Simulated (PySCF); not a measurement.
## Radial density of Be⁺ (beryllium, charge +1)

TPSS, [He] 2s1, 2S determinant. Computed with PySCF 2.14 in Sapporo-DZP-2012 (4s2p, 10 functions), with the spin-free X2C one-electron Hamiltonian (Gaussian nucleus).

| r (bohr) | 4πr²ρ (e/bohr) | 4πr²(ρα − ρβ) |
| --- | --- | --- |
| 0.00780 | 0.02471 | 0.0008 |
| 0.0131 | 0.06810 | 0.0021 |
| 0.0221 | 0.1808 | 0.0055 |
| 0.0371 | 0.4510 | 0.0135 |
| 0.0624 | 1.048 | 0.0304 |
| 0.105 | 2.118 | 0.0583 |
| 0.177 | 3.451 | 0.0845 |
| 0.297 | 3.904 | 0.0685 |
| 0.500 | 2.466 | 0.0055 |
| 0.841 | 0.6818 | 0.0568 |
| 1.41 | 0.4139 | 0.3766 |
| 2.38 | 0.4274 | 0.4272 |
| 4.00 | 0.06674 | 0.0667 |
| 6.73 | 0.001264 | 0.0013 |

Densities and radii are taken from the X2C orbitals without a picture-change correction, which distorts them close to the nucleus.
